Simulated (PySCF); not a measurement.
PBE on Te (tellurium, neutral), [Kr] 4d10 5s2 5p3 5d1, high-spin 5D determinant (an excited configuration). Computed with PySCF 2.14 in aug-cc-pVDZ-PP with ECP28MDF, with a scalar-relativistic core potential.

```
cycle= 1 E= -267.697070476489  delta_E= -0.00583  |g|= 0.0127  |ddm|= 0.422
cycle= 2 E= -267.697155610163  delta_E= -8.51e-05  |g|= 0.0021  |ddm|= 0.0508
cycle= 3 E= -267.697159455111  delta_E= -3.84e-06  |g|= 0.000632  |ddm|= 0.0142
cycle= 4 E= -267.697159673087  delta_E= -2.18e-07  |g|= 1.86e-05  |ddm|= 0.0025
cycle= 5 E= -267.697159673345  delta_E= -2.58e-10  |g|= 6.26e-07  |ddm|= 0.000112
converged SCF energy = -267.697159673345  <S^2> = 6.0007118  2S+1 = 5.0002847
```

Highest occupied orbital energy: 1.218 eV; ⟨L²⟩ = 6.00; populations by l: s 4.00, p 9.00, d 11.00.

Can this result be used?

Not for this state. Self-consistency was reached. Energies and moments cover only the electrons outside the core potential. The outer electron is Rydberg-like, and this basis confines it to a smaller radius and binds it less than a complete one would. At PBE the highest occupied level has a positive energy, so only the finite basis holds that electron; for this excited configuration the basis is too tight for the outer shell.
